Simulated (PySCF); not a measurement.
ClH4NO2Si, SMILES N[Si](O)(O)Cl.

Geometry optimised at PBE0-D3(BJ)/def2-SVP. This is a generated structure with no PubChem entry under its InChIKey; it may be hypothetical. Other conformers were not sampled.

Level of theory: r2SCAN/def2-TZVP in PySCF.

Computed frontier levels, gap, dipole moment and polarisability:
| Item | Value |
|---|---|
| highest occupied level | -6.87 eV |
| lowest empty level | 0.31 eV |
| orbital gap | 7.18 eV |
| dipole moment | 0.318 e·Å |
| quadrupole, principal values (traceless, Buckingham form, about the centre of nuclear charge) | -5.17, -1.22, 6.39 D·Å |
| mean static polarisability | 48.1 bohr³ (7.13 Å³) |
| polarisability, principal values | 43.8, 47.4, 53.1 bohr³ |
